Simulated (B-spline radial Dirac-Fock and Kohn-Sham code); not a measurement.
# X-ray form factors of platinum in several charge states

Model: relativistic Hartree-Fock (Dirac-Fock) wave functions, averaged over the configuration. Program: an atomic code on a B-spline grid.

Configurations: Pt³⁶⁺ [Kr] 4d6; Pt³⁷⁺ [Kr] 4d5; Pt³⁸⁺ [Kr] 4d4; Pt⁴⁰⁺ [Kr] 4d2. The first column is f₀ of Pt³⁶⁺, the others are differences from it.

| s (Å⁻¹) | Pt³⁶⁺ | Δ Pt³⁷⁺ | Δ Pt³⁸⁺ | Δ Pt⁴⁰⁺ |
| --- | --- | --- | --- | --- |
| 0 | 42.000 | -1.000 | -2.000 | -4.000 |
| 0.05 | 41.941 | -0.996 | -1.992 | -3.985 |
| 0.1 | 41.766 | -0.984 | -1.969 | -3.940 |
| 0.15 | 41.476 | -0.965 | -1.932 | -3.867 |
| 0.2 | 41.077 | -0.939 | -1.880 | -3.766 |
| 0.25 | 40.572 | -0.906 | -1.815 | -3.639 |
| 0.3 | 39.970 | -0.867 | -1.738 | -3.489 |
| 0.35 | 39.278 | -0.823 | -1.651 | -3.319 |
| 0.4 | 38.506 | -0.775 | -1.555 | -3.132 |
| 0.45 | 37.662 | -0.723 | -1.452 | -2.930 |
| 0.5 | 36.758 | -0.668 | -1.344 | -2.717 |
| 0.6 | 34.809 | -0.554 | -1.118 | -2.273 |
| 0.7 | 32.746 | -0.440 | -0.892 | -1.825 |
| 0.8 | 30.648 | -0.333 | -0.677 | -1.398 |
| 0.9 | 28.585 | -0.236 | -0.483 | -1.010 |
| 1 | 26.616 | -0.153 | -0.317 | -0.675 |
| 1.1 | 24.780 | -0.086 | -0.182 | -0.400 |
| 1.2 | 23.103 | -0.035 | -0.078 | -0.188 |
| 1.4 | 20.262 | +0.022 | +0.040 | +0.063 |
| 1.6 | 18.053 | +0.035 | +0.068 | +0.133 |

Values without a named source are computed, but for edge energies of neutral atoms, which are taken from tables.
